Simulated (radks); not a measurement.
Results of a calculation; reference values are marked as such.
Spherical quantum dot in the effective-mass picture: electrons in a parabolic well V = omega^2 r^2 / 2 with omega = 0.127, all in effective atomic units (hartree* = m*/eps^2 hartree, bohr* = eps/m* bohr), one dielectric constant everywhere. Level of theory: non-relativistic Kohn-Sham, LDA (Slater exchange, Perdew-Wang correlation), spin-polarised, spherical densities (a radial shooting solver with Libxc functionals). Levels are named by radial order and angular momentum (1s, 1p, 1d, 2s, ...), and open shells are averaged over m.

N = 27, configuration 1s2 1p6 1d10 2s2 1f(up 7, down 0). This is the lowest configuration that the search found. Occupied and some empty levels:

| level | occupation | eigenvalue (hartree*) | <r> (bohr*) |
|---|---|---|---|
| 1s up | 1 | 3.2413 | 7.489 |
| 1s down | 1 | 3.2508 | 6.995 |
| 1p up | 3 | 3.2642 | 8.597 |
| 1p down | 3 | 3.2772 | 8.387 |
| 1d up | 5 | 3.2951 | 9.299 |
| 1d down | 5 | 3.3097 | 9.223 |
| 2s up | 1 | 3.3162 | 6.887 |
| 2s down | 1 | 3.3230 | 7.183 |
| 1f up | 7 | 3.3330 | 9.830 |
| 1f down | 0 | 3.3482 | 9.823 |
| 2p up | 0 | 3.3664 | 7.818 |
| 2p down | 0 | 3.3734 | 7.883 |
| 1g up | 0 | 3.3772 | 10.27 |
| 1g down | 0 | 3.3926 | 10.30 |
| 2d up | 0 | 3.4200 | 8.647 |
| 2d down | 0 | 3.4281 | 8.635 |

Energy (hartree*): total 53.5128, kinetic 1.9657, external 18.618, Hartree 36.744, exchange-correlation -3.8147.
